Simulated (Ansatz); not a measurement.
One change: `[SiH]O[SiH3]` becomes `[SiH3]O[Si]S`.

Ansatz, PBE0-D4/def2-TZVP geometries, multiplicity 1. Each molecule was computed in one conformer, which needn't be the lowest.

| property | `[SiH]O[SiH3]` |
| --- | --- |
| LUMO energy (B3LYP/def2-TZVPP) / eV | -2.41 |
| size of the dipole moment (PBE/def2-TZVPP) / D | 0.85 |
| size of the dipole moment (ωB97M-V/def2-TZVPP) / D | 0.65 |
| ideal-gas entropy at 298 K and 1 bar (rigid rotor, harmonic PBE0-D4/def2-TZVP) / J/(mol·K) | 307 |
| LUMO energy (ωB97M-V/def2-TZVPP) / eV | -0.23 |
| size of the dipole moment (B3LYP/def2-TZVPP) / D | 0.75 |

Task: What does the change do to each property? (Estimate.)

Result: Ansatz gave: 
```csv
property,`[SiH3]O[Si]S`,shift
LUMO energy (B3LYP/def2-TZVPP) / eV,-2.01,0.40
size of the dipole moment (PBE/def2-TZVPP) / D,1.47,0.62
size of the dipole moment (ωB97M-V/def2-TZVPP) / D,1.51,0.86
"ideal-gas entropy at 298 K and 1 bar (rigid rotor, harmonic PBE0-D4/def2-TZVP) / J/(mol·K)",355,48
LUMO energy (ωB97M-V/def2-TZVPP) / eV,0.13,0.36
size of the dipole moment (B3LYP/def2-TZVPP) / D,1.50,0.75
```

With PBE0 the HOMO falls by 0.32 eV and the LUMO rises by 0.38 eV, so the gap widens by about 0.70 eV. PBE moves the HOMO by -0.35 eV and ωB97M-V by -0.28 eV. The zero-point energy changes by 8.4 kJ/mol with +3 modes. Dipoles are sizes alone; their direction can turn. Modes under 60 cm⁻¹, often nearly free rotors, make the harmonic entropy too high.

B3LYP here is the variant with VWN-RPA as its local correlation; programs differ in this.
